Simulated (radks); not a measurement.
Results of a calculation; reference values are marked as such.
Coulomb parameter of the 4f shell of the gadolinium ion Gd+ in the model configuration [Xe] 4f7 5d1 6s1, as a second difference U = [E(n + 1) + E(n - 1) - 2 E(n)] / (1)^2 with all orbitals relaxed. "Bare": the charge of the atom changes with n. "Screened": the 6s shell takes up the change at fixed total charge, which measures U(4f,4f) + U(6s,6s) - 2 U(4f,6s). Level of theory: scalar-relativistic Kohn-Sham, PBE, spin-unpolarised, spherical densities, finite nucleus; Fermi nuclear charge, rms radius 5.1569 fm (a radial shooting solver on a logarithmic mesh with Libxc functionals).

case,configuration,E - E(n) (eV)
start,[Xe] 4f7 5d1 6s1,0.000
bare +1,[Xe] 4f8 5d1 6s1,-8.106
bare -1,[Xe] 4f6 5d1 6s1,23.368
screened +1,[Xe] 4f8 5d1,-2.566
screened -1,[Xe] 4f6 5d1 6s2,9.588

U(bare) = 15.262 eV, U(screened by 6s) = 7.021 eV, against the Slater integral F0(4f,4f) = 29.475 eV with frozen orbitals.
